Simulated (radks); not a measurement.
Results of a calculation; reference values are marked as such.
How relativity changes the ionisation of the strontium ion Sr+ ([Kr] 5s1) to Sr2+ ([Kr]). Spin-unpolarised spherical Kohn-Sham, PBEsol, point nucleus unless stated (finite: rms radius 4.224 fm), a radial shooting solver on a logarithmic mesh with Libxc functionals. A level marked "c x" has the speed of light scaled by that factor.

| level | E(Sr+) (hartree) | E(Sr2+) (hartree) | IE (eV) | HOMO | <r> HOMO (bohr) |
|---|---|---|---|---|---|
| non-rel. | -3130.88946 | -3130.49536 | 10.724 | 5s | 3.951 |
| scalar-rel. | -3177.35822 | -3176.95783 | 10.895 | 5s | 3.890 |
| scalar-rel., finite nucleus | -3177.32666 | -3176.92627 | 10.895 | 5s | 3.890 |
| Dirac | -3177.66254 | -3177.26218 | 10.895 | 5s1/2 | 3.890 |
| Dirac, finite nucleus | -3177.63093 | -3177.23057 | 10.894 | 5s1/2 | 3.890 |
| Dirac, c x 0.85 | -3196.61732 | -3196.21437 | 10.965 | 5s1/2 | 3.866 |
| Dirac, c x 5 | -3132.69354 | -3132.29920 | 10.731 | 5s1/2 | 3.948 |
| Dirac, c x 10 | -3131.33999 | -3130.94583 | 10.726 | 5s1/2 | 3.950 |

NIST Atomic Spectra Database: 11.030 eV (measured). The relativistic part of the total energy of Sr+ is -46.74 hartree (Dirac, finite nucleus), 1.5 % of the non-relativistic value. Spin polarisation and multiplet splitting of open shells are left out at every level.

Beside tabulated values, note that relativity, absent from the non-relativistic runs, is large for the heavy elements, and spin-unpolarised runs miss the spin-polarisation part of the exchange energy of open shells.
